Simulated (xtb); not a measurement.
S8, triplet, at the geometry of the source list (a higher spin typed on purpose: for a closed-shell molecule this is an excited state). Base run: GFN2-xTB (xtb).

xtb was given this input:
```
$ xtb mol.xyz --gfn 2 --uhf 2 --json

# file mol.xyz
8

S      1.75900000    -1.78430000     0.07990000
S      1.53220000    -0.05360000     1.13450000
S      1.91110000     1.62190000     0.03530000
S      0.12080000     2.06780000    -0.96920000
S     -1.36750000     1.78240000     0.41160000
S     -2.37000000     0.10280000    -0.23390000
S     -1.52050000    -1.64200000     0.45650000
S     -0.06520000    -2.09500000    -0.91460000
```

Variants of this job, named by their change:

```csv
change,ΔE vs base (mEh),dipole (D),G_solv (kcal/mol),SCF cycles
base,0.000,0.13,-,15
alpb = thf,-15.727,0.10,-9.87,14
acc = 0.0001,0.000,0.13,-,24
etemp = 10000,-188.8,0.20,-,13
gbsa = water,-2.569,0.07,-1.62,14
etemp = 1000,-3.975,0.01,-,13
acc = 30,0.000,0.12,-,10
```

ALPB and GBSA are two models with their own fitted parameters for each solvent, which aren't always the measured dielectric constant.
